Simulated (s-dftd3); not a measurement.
CH3O3Re, triplet, at a GFN2-xTB geometry (such geometries of metal compounds can be far from the true shape) (the multiplicity is a formal guess); D3(bj) for bp86 run with s-dftd3.

Input for s-dftd3:
```
$ s-dftd3 mol.xyz --bj bp86 --json dftd3.json --noedisp --grad

# file mol.xyz
8

Re     0.03195556    -0.12053854    -0.12344557
O      1.45767432     0.66095690    -0.56814494
O      0.67911733    -0.77031636     1.40556728
O     -1.41120364    -0.68482651    -0.69523628
C     -0.86361665     1.61668092     0.84836389
H     -0.07912932     2.16611947     1.36614474
H     -1.60794345     1.27507451     1.56674822
H     -1.33259851     2.25259882     0.09785253
```

Q: Write the output that s-dftd3 gives for this input, abridged.

A: 
```
-----------------------------------
 s i m p l e   D F T - D 3  v1.4.0
-----------------------------------

Rational (Becke-Johnson) damping: bp86-D3(BJ)
---------------------
  s6         1.0000
  s8         3.2822
  s9         0.0000
  a1         0.3946
  a2         4.8516
 alp        14.0000
--------------------

Dispersion energy:      -1.1869863987852E-02 Eh

Gradient norm:           6.7779800787578E-04 Eh/a0
--------------------------------------------------
     #    Z           dE/dx      dE/dy      dE/dz
--------------------------------------------------
     1   75 Re    7.058E-05 -1.392E-04 -8.005E-05
     2    8 O     2.758E-04 -1.323E-05 -1.364E-04
     3    8 O     1.623E-04 -2.105E-04  1.263E-04
     4    8 O    -1.808E-04 -2.147E-04 -1.797E-04
     5    6 C    -9.006E-05  1.478E-04  6.180E-05
     6    1 H    -3.365E-05  1.564E-04  8.439E-05
     7    1 H    -1.089E-04  1.132E-04  9.830E-05
     8    1 H    -9.519E-05  1.601E-04  2.529E-05
--------------------------------------------------

Virial:
--------------------------------------------------
      component           x          y          z
--------------------------------------------------
          x       2.177E-03 -7.542E-04 -2.152E-04
          y      -7.542E-04  2.646E-03  7.753E-04
          z      -2.152E-04  7.753E-04  1.349E-03
--------------------------------------------------

[Info] JSON dump of results written to 'dftd3.json'
```
